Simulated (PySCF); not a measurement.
# From computed data to an observable: chemical shift, span and skew from a shielding tensor

BF₂H₃O₂Si, SMILES F[SiH](B(O)O)F. Atoms are numbered in the order given.

```xyz
9

Si    -0.8549    -0.2648    -0.2228
F     -1.0601    -1.0341     1.2089
F     -1.7261     1.1042    -0.1316
B      1.1342     0.1029    -0.2669
O      1.8807    -0.1989     0.8315
O      1.7214     0.6338    -1.3648
H     -1.4784    -1.1023    -1.2776
H      1.3582    -0.5804     1.5505
H      2.6752     0.7654    -1.2481
```
Charge 0, spin multiplicity 1.

Geometry optimised at B3LYP-D3(BJ)/def2-SVP. This is a generated structure with no PubChem entry under its InChIKey; it may be hypothetical. The values are those of a single conformer.

GIAO shieldings from B3LYP/pcSseg-1 (PySCF), non-relativistic, no solvent. The symmetric part of the tensor of F2 has the principal values 222.1, 363.9, 409.5 ppm. The same nucleus in CFCl3 has σ = 161.7 ppm at this level (PySCF, at its B3LYP-D3(BJ)/def2-TZVP geometry).

### Question
Work out the isotropic shielding, the ¹⁹F shift against CFCl3, the span and the skew.

### Answer

σ(iso) = (σ11 + σ22 + σ33)/3 = 331.8 ppm. δ = σ(ref) − σ(iso) = 161.7 − (331.8) = -170.1 ppm.
Span Ω = σ33 − σ11 = 187.4 ppm. Skew κ = 3(σ(iso) − σ22)/Ω = -0.51. Tumbling in solution averages the tensor to δ; in a static solid the shielding alone would spread this spin-1/2 line over Ω.
